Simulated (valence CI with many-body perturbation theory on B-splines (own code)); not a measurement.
## Yb XL: key properties

Method: relativistic CI+MBPT: three valence electrons over a frozen Dirac-Fock core [Ar] 3d10, radial functions for each j: 11 s, 11 p, 9 d, 7 f, 5 g, 2 h, 1 i, with the one-electron correlation potential Σ1 (screened to all orders), the two-electron term Σ2, the three-electron term Σ3, Breit, model QED; selected single and double excitations, second order for the rest (own B-spline code, finite nucleus).

The last digits are not significant, and no measured levels were compared; by estimate large intervals hold to a few tenths of a per cent, small ones and those within an open d or f shell to about a per cent.

Levels are named by their leading jj configuration (3d3/2^4 stands for four electrons in 3d with j = 3/2), which in mixed levels can hold well under half, so a name can repeat and another be missing.

Rates and lifetimes use the calculated energies. Strong lines usually hold to 10 to 20 %, long lifetimes can be off by a factor of two.

**Question.** What is the ground level?

**Answer.** (4s^2 4p1/2) J=1/2, composition 99 % 4s²4p ²P°, g = 0.660.

**Question.** What is the ionisation energy?

**Answer.** 1847 eV; NIST lists 1845 ± 4 eV (theoretical).

**Question.** What are the static dipole polarisabilities of the lowest levels?

**Answer.** (4s^2 4p1/2) J=1/2 0.0435 bohr³, of which the core gives 0.00280.

**Question.** How well does LS coupling describe the low levels?

**Answer.** Among the lowest 20 levels the leading LS term, summed over configurations, holds 66 % on average. For single configurations the figures are 64 % in LS and 91 % in jj coupling. Terms mix most in the J = 5/2 level at 2497.5 × 10³ cm⁻¹, where the leading one holds 31 %.

**Question.** Name the longest-lived excited levels whose lifetime is computed, and their main decay.

**Answer.** (4s 4p3/2 4d5/2) J=9/2 at 3014.7 × 10³ cm⁻¹ lives 632 ns, mostly by M1 to (4s 4p1/2 4d5/2) J=7/2; (4s^2 4p3/2) J=3/2 at 587.84 × 10³ cm⁻¹ lives 535 ns, mostly by M1 to (4s^2 4p1/2) J=1/2; (4s 4p3/2^2) J=5/2 at 1784.9 × 10³ cm⁻¹ lives 10.5 ns, mostly by E1 to (4s^2 4p3/2) J=3/2.
